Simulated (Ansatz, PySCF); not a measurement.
Noncovalent pair: H2O (SMILES O) (first 3 atoms) with CH3F (SMILES CF); geometry from B3LYP-D3(BJ)/def2-TZVP, rigid monomers moved along the line of their centres of mass till H3···F5 is 3.60 Å.
(charge 0, multiplicity 1):
```xyz
8

O     -0.12140    -0.06330     0.58278
H      0.00781     0.63656    -0.06439
H     -0.47988     0.37229     1.36722
C      0.50619    -0.19111     5.40386
F     -0.42949     0.74796     4.94514
H     -0.02546    -0.94407     5.98441
H      0.98849    -0.64007     4.53712
H      1.23209     0.33074     6.02642
```

Interaction energies are E(AB) − E(A) − E(B) at the monomers' geometry in the complex; basis-set methods are counterpoise corrected. Rows marked so take none.

Cores are frozen in the correlated methods. CBS: X⁻³ extrapolation of the correlation energy, Hartree–Fock from the larger set. Rows in 3-21G, 6-31G*, STO-3G carry no dispersion term and start afresh at each structure (6-31G* with six Cartesian d functions). MP2/6-31G* freezes PySCF's default core.

Programs: Ansatz (a first-principles code); PySCF for 3-21G rows, 6-31G* rows, STO-3G rows, the dispersion terms. Values without a source in brackets are computed.

Other levels give for the interaction energy: PBE/def2-TZVPPD -37.2; B3LYP/def2-TZVPPD -33.5; B3LYP-D3(BJ)/def2-TZVPPD -40.7; wB97M-V/def2-TZVPPD -42.1; MP2/CBS(aug-cc-pVDZ, aug-cc-pVTZ) + ΔCCSD(T)/aug-cc-pVDZ -42.4 meV.

### Question
What do these common cheap choices give for the same quantity: HF/STO-3G (no counterpoise), HF/3-21G (no counterpoise), HF/6-31G*, HF/6-31G* (no counterpoise), BP86/6-31G* (no counterpoise), B3LYP/3-21G (no counterpoise), B3LYP/6-31G*, MP2/6-31G*?

### Answer
HF/STO-3G (no counterpoise) -17.0; HF/3-21G (no counterpoise) -47.3; HF/6-31G* -42.0; HF/6-31G* (no counterpoise) -45.7; BP86/6-31G* (no counterpoise) -34.1; B3LYP/3-21G (no counterpoise) -35.5; B3LYP/6-31G* -32.9; MP2/6-31G* -39.6 meV. They span -47.3 to -17.0 meV.
